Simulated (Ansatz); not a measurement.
`C[CH2][Zn][NH2]` + H₂ → `C[CH2][ZnH]` + NH₃ at 298.15 K and 1 bar (hydrogenolysis of a Zn–N bond).

Gas-phase electronic energies from Ansatz, PBE0-D4/def2-TZVP geometries. CCSD(T)/CBS adds triple-zeta CCSD(T) − MP2 to the extrapolated MP2 energy (def2 sets, frozen cores). This one scheme is used for every species. For Zn outer-core shells are correlated without core-valence functions, which leaves a few kJ/mol of doubt a bond. Scalar relativity is left out up to krypton. One conformer a species, not always the lowest.

```tsv
species	CCSD(T)/CBS energy (Eh)	H − E (kJ/mol)	S (J/(mol·K))
`C[CH2][Zn][NH2]`	-1913.40675	254.9	348.3
H₂	-1.17544	35.1	130.4
`C[CH2][ZnH]`	-1858.07157	200.6	297.8
NH₃	-56.50880	100.5	192.4
```

H − E and S are ideal-gas, rigid-rotor, harmonic terms from PBE0-D4/def2-TZVP, for one conformer and one mirror image of each species. The MP2-based limit puts H₂ 0.8 mEh under its directly extrapolated value; such offsets cancel only in part. 1 Eh = 2625.50 kJ/mol, R = 8.31446 J/(mol·K).

Problem. By hand: ΔE, ΔH, ΔS and ΔG.

Solution. ΔE = (-1858.07157) + (-56.50880) − (-1913.40675) − (-1.17544) = 0.00182 Eh = 4.8 kJ/mol. Δ(H − E) = 200.6 + 100.5 − 254.9 − 35.1 = 11.1, so ΔH = 15.9 kJ/mol. ΔS = 297.8 + 192.4 − 348.3 − 130.4 = 11.5 J/(mol·K). ΔG = 15.9 − 298.15 × (11.5)/1000 = 12.5 kJ/mol.

Problem. By hand: the equilibrium constant, and the temperature at which ΔG would vanish if ΔH and ΔS stayed fixed.

Solution. log₁₀ K = −ΔG/(RT ln 10) = -2.2. ΔG = 0 at ΔH/ΔS = 1383 K, though so small a ΔS makes that figure unsure.

The number of gas molecules stays the same, so ΔS is small and ΔH decides. A doubt of 5 kJ/mol in ΔE shifts log₁₀ K by 0.9 here. Other conformers and mirror images would add mixing entropy, several J/(mol·K) or more a flexible species. Modes under 60 cm⁻¹, often nearly free rotors, make the harmonic entropy too high. These are equilibria of isolated gas molecules and say nothing of rates. Largest T1 diagnostic: 0.014 (customary marks: 0.02 for closed shells, 0.045 for open ones).
